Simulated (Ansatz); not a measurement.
AlH$_{5}$O$_{3}$Si (`[OH][Al]([OH])[O][SiH3]`). Total charge 0; spin multiplicity 1.

```tsv
atom	x (Å)	y (Å)	z (Å)
O1	-2.241	0.174	-1.466
Al2	-1.267	-0.462	-0.249
O3	-1.917	-1.727	0.655
O4	0.274	0.134	0.048
Si5	1.778	0.660	0.348
H6	-1.956	0.890	-2.030
H7	-1.437	-2.151	1.363
H8	2.418	1.136	-0.907
H9	1.742	1.783	1.322
H10	2.606	-0.438	0.917
```

Q: What are the harmonic wavenumbers in cm⁻¹ at PBE0-D4/def2-TZVP (Ansatz, finite differences of forces, unscaled)? (Best estimate.)

A: The calculation gave: 16i, 30, 64, 219, 233, 293, 296, 358, 495, 619, 672, 734, 736, 819, 955, 958, 962, 994, 1158, 2213, 2216, 2220, 3972, 3973.
